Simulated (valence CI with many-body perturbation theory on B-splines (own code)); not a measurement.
Ta⁺: fill in the table

Computed by configuration interaction combined with many-body perturbation theory (CI+MBPT): four valence electrons over a frozen Dirac-Fock core [Xe] 4f14, a basis of 9 s, 9 p, 10 d, 8 f, 5 g, 3 h, 1 i functions for each j, with the one-electron correlation potential Σ1 (screened to all orders), the two-electron term Σ2, the three-electron term Σ3, Breit, model QED; selected single and double excitations, second order for the rest, scaled by the run's own slope (own B-spline code, finite nucleus).

Against 11 measured levels this calculation errs by 281 cm⁻¹ on average and by 824 at most. These come from a selection out of the NIST Handbook of Basic Atomic Spectroscopic Data. Levels without a partner in it may be off by more, other configurations by 1,000 to 4,000 cm⁻¹. Among the levels kept, up to 460 cm⁻¹ of a level comes from second order outside the variational space, and about a tenth of that is noise between levels of different J, which matters for small intervals. 2 measured levels below the end of the list, from 4125 cm⁻¹ on, found no clear computed partner.

| Level | E (eV) |
| --- | --- |
| 5d3.6s 5F_1 | 0.0000 |
| 5d3.6s 5F_2 | 0.1268 |
| 5d3.6s 5F_3 | ? |
| 5d2.6s2 3F_2 | ? |
| 5d3.6s 3P_0 [a] | 0.5384 |
| 5d3.6s 5F_4 | 0.5410 |
| 5d3.6s 3P_1 [a] | ? |
| 5d3.6s 3P_2 [a] | 0.7519 |
| 5d3.6s 5F_5 | 0.7616 |
| 5d2.6s2 3F_3 | 0.9351 |
| 5d3.6s 3F_2 [a] | 1.213 |
| 5d2.6s2 3F_4 | ? |
| 5d3.6s 5P_1 | 1.341 |
| 5d4 5D_0 | ? |
| 5d3.6s 3G_3 | 1.465 |
| 5d3.6s 5P_2 | 1.496 |
| 5d4 5D_1 | 1.537 |
| 5d3.6s 5P_3 | ? |
| 5d3.6s 3G_4 | 1.598 |
| 5d4 5D_2 | 1.632 |

Names give the largest LS component (configuration and term), which can be under half, so a name can repeat, a term be missing and a line seem to break the LS rules; names also repeat where a configuration has a term twice. Letters in brackets count levels of one name in rising energy.

(1) The levels stand in rising order. What does the calculation give for the missing energies?

## Answers

(1) 5d3.6s 5F_3 0.3223; 5d2.6s2 3F_2 0.4964; 5d3.6s 3P_1 [a] 0.6962; 5d2.6s2 3F_4 1.279; 5d4 5D_0 1.437; 5d3.6s 5P_3 1.569.
